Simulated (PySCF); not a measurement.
Spin states of HBr

Unrestricted PBE0; H def2-TZVPPD, Br def2-TZVPPD; no relativity (PySCF 2.14). Outer shells of the fragments: H 1s1; Br 3d10 4s2 4p5.

Followed along the bond (rough minima from three points):

| 2Ms+1 | unpaired | ⟨S²⟩ at the start | R at minimum (Å) | Te (eV) |
| --- | --- | --- | --- | --- |
| 1 | none | 0.00 | 1.42 | 0.00 |
| 3 | σ ↑, π ↑ | 2.00 | none in the scan | ≤ 5.45 |

Solutions found at the starting distance of 1.435 Å, counted from the lowest of them; the search is not exhaustive and high or unbound solutions are not listed, so other states can lie among these:

```csv
2Ms+1,unpaired,term,E (eV),⟨S²⟩,⟨Lz²⟩,μ (D)
1,none,¹Σ⁺,0.00,0.00,0.00,-0.88
3,"σ ↑, π ↑",³Π,6.09,2.00,1.01,1.21
3,σ ↑↑,³Σ⁺,8.68,2.00,0.00,0.58
3,π ↑↑,mixed,9.06,2.00,2.01,0.20
3,π ↑↑,mixed,9.24,2.00,2.01,-0.18
```

A term symbol is given only where ⟨S²⟩ and ⟨Lz²⟩ are close to those of a pure state; real π, δ and φ orbitals otherwise mix terms. A positive dipole means H(−)Br(+).

The measured ground state is X ¹Σ+ (Huber and Herzberg, Constants of Diatomic Molecules (1979)).

Counting both spins, an empty level lies below a filled one in some of these solutions, because spin and occupation are held.
